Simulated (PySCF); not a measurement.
Xe²⁺: ionisation energy

Xe²⁺ [Kr] 4d10 5s2 5p4 (3P) → Xe³⁺ [Kr] 4d10 5s2 5p3 (4S), as a difference of total energies. Computed with PySCF 2.14 in x2c-QZVPPall (13s9p7d4f1g, 112 functions), with the spin-free X2C one-electron Hamiltonian (Gaussian nucleus). Correlated levels: valence: [Kr] 4d10 frozen. The calculations carry no spin-orbit coupling.

| method | ionisation energy (eV) |
| --- | --- |
| UHF | 29.380 |
| MP2 (valence) | 30.136 |
| SCS-MP2 (valence) | 30.225 |
| CCSD (valence) | 30.284 |
| CCSD(T) (valence) | 30.313 |

How much does correlation contribute at CCSD(T) (valence)?

30.313 − (29.380) = 0.933 eV, measured against UHF.

A first-order spin-orbit estimate (lowest level to lowest level, LS coupling) adds 0.449 eV.

Errors of the correlated levels include the incompleteness of this basis and the frozen core.

For comparison: 31.05 ± 0.04 eV (semi-empirical (NIST evaluation); NIST Atomic Spectra Database, ionization energies).
